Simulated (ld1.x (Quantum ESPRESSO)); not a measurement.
An all-electron radial function and its pseudo partner (Cs)

Columns: radius, all-electron u(r) and pseudo u(r) of the 6s shell (level -2.24 eV) of caesium in the configuration [Kr] 4d10 5s2 5p6 5d0 6s0.75 6p0.25; PBEsol, scalar-relativistic, PAW scheme, ld1.x (Quantum ESPRESSO) 7.5.

```
r (bohr)  all-electron   pseudo
   0.222        0.0835   0.1745
   0.445       -0.0943   0.3236
   0.668       -0.0871   0.4255
   0.890        0.0564   0.4688
   1.112        0.1677   0.4536
   1.335        0.2051   0.3889
   1.558        0.1811   0.2908
   1.780        0.1193   0.1776
   2.002        0.0391   0.0646
   2.225       -0.0462  -0.0386
   2.448       -0.1279  -0.1272
   2.670       -0.2011  -0.2015
   2.892       -0.2642  -0.2642
   3.115       -0.3170  -0.3170
   3.338       -0.3596  -0.3596
   3.560       -0.3929  -0.3929
   3.782       -0.4182  -0.4182
   4.005       -0.4366  -0.4366
   4.228       -0.4492  -0.4492
   4.450       -0.4569  -0.4569
   4.672       -0.4605  -0.4605
   4.895       -0.4607  -0.4607
   5.118       -0.4579  -0.4579
   5.340       -0.4524  -0.4524
   5.562       -0.4446  -0.4446
   5.785       -0.4347  -0.4347
```

(1) How many radial nodes do the two functions have?

(2) At about which radius was the pseudo-wave matched?

(3) Is the pseudo-wave norm-conserving?

Results:

(1) The all-electron 6s function has n − l − 1 = 5 (the table is too coarse to show those close to the nucleus); the pseudo-wave has 1, since 1 lower shell of the same l stays in the valence.

(2) 3.00 bohr. The columns agree to 0.0005 from 2.67 bohr on; several derivatives are matched, so the curves merge somewhat inside the radius.

(3) No, it belongs to a PAW set: the norm inside the radius is not constrained, and the difference is carried by the augmentation charge.
